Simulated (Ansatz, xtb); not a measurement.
**Relative energy of two isomers of H2PSSe**

We compare a, `S[P][SeH]`, a doublet, with b, `P[Se][S]`, a doublet. Both are isolated molecules in the gas phase, relaxed with PBE0-D3(BJ)/def2-SVP; each stands in its lowest conformer found.

a (Å):

```xyz
5

P    -1.6482   -1.7269    0.1067
S    -1.5847   -1.1986   -1.9429
Se   -3.6660   -0.8513    0.5876
H    -0.2755   -1.5136   -2.0907
H    -3.4512    0.4302   -0.1130
```

b (Å):

```yaml
atoms:
  - { symbol: P, position_ang: [0.2743, 1.0444, 0.2303] }
  - { symbol: S, position_ang: [1.0474, -2.4129, 0.0033] }
  - { symbol: Se, position_ang: [1.1884, -0.6306, -1.0934] }
  - { symbol: H, position_ang: [-0.8880, 0.2931, 0.5781] }
  - { symbol: H, position_ang: [0.9810, 0.6574, 1.4080] }
```

Q: Which of the two would you expect CCSD(T)/def2-SVP electronic energies to favour?

A: Structure a; the calculation gives E(b) − E(a) = +28.2 kJ/mol.

How the difference moves with the method:

| level | geometry | E(b) − E(a) (kJ/mol) | departure from the last row (kJ/mol) | job, with rough time for the two |
| --- | --- | --- | --- | --- |
| GFN2-xTB | GFN2-xTB | −34.0 | −62.3 | optimisation, 0.31 s |
| HF/STO-3G | GFN2-xTB | −8.5 | −36.7 | single point, 1.1 s |
| r2SCAN-D4/def2-SVP | GFN2-xTB | +20.8 | −7.4 | single point, 4.9 s |
| PBE0-D3(BJ)/def2-SVP | PBE0-D3(BJ)/def2-SVP | +26.5 | −1.7 | optimisation, 71 s |
| HF/def2-SVP | PBE0-D3(BJ)/def2-SVP | +29.5 | +1.3 | part of the CCSD(T) run |
| MP2/def2-SVP | PBE0-D3(BJ)/def2-SVP | +34.6 | +6.4 | part of the CCSD(T) run |
| CCSD(T)/def2-SVP | PBE0-D3(BJ)/def2-SVP | +28.2 |  | single point, 24 s |

As drawn, b has 1 S–Se, 2 P–H in place of 1 P–S, 1 S–H, 1 Se–H.

GFN2-xTB, HF/STO-3G put the two in the other order. The largest departure from CCSD(T)/def2-SVP is that of GFN2-xTB, 62.3 kJ/mol.

With harmonic frequencies from PBE0-D3(BJ)/def2-SVP (ideal gas, rigid rotor, one conformer each, 298.15 K, 1 atm): on the last row, ΔE + ΔZPE = +30.5, ΔH = +29.9, ΔG = +30.6 kJ/mol.

Open shells are spin-unrestricted. The correlated steps freeze 19 core orbitals; the filled d shell of Se is correlated, in a basis made for valence electrons. Mirror images aren't counted in ΔG. Programs: Ansatz 0.2.0, xtb 6.7.1; the last row on 1 thread of Intel(R) Xeon(R) 6975P-C (Granite Rapids) on a shared host.
